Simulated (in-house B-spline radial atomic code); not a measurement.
A fraction x of an electron is removed from 5p in Cs V (Cs4+), starting from [Kr] 4d10 5s2 5p3 and keeping the highest spin. All numbers are computed (scalar-relativistic (X2C) RPBE, spin-polarised, spherical fractional occupations; Fermi nucleus of rms radius 4.8041 fm) with an all-electron radial atomic-structure program (B-spline basis), not measured.

```
   x  E(x) - E(0) (eV)  5p up level (eV)
   0            0.0000           -52.148
0.04            2.0951           -52.605
0.23           12.2969           -54.784
0.28           15.0505           -55.360
0.48           26.3532           -57.670
 0.5           27.5090           -57.901
0.53           29.2512           -58.249
0.72           40.5281           -60.457
0.75           42.3471           -60.807
0.88           50.3505           -62.324
   1           57.9136           -63.728
```

The exact functional would give a straight line between the two integer points. Deviations E(x) - E(0) - x[E(1) - E(0)], in eV: -0.221 at x = 0.04, -1.023 at x = 0.23, -1.165 at x = 0.28, -1.445 at x = 0.48, -1.448 at x = 0.5, -1.443 at x = 0.53, -1.17 at x = 0.72, -1.088 at x = 0.75, -0.613 at x = 0.88.

The curve lies below the straight line by up to 1.448 eV (at x = 0.5): convex, the delocalisation error that favours fractional charges.

(1) How well does Slater's transition state (minus the level at half occupation) give the ionisation energy?

Results:

(1) It gives 57.901 eV against 57.914 eV from the two total energies; NIST lists 56.00 eV, ground level to ground level.
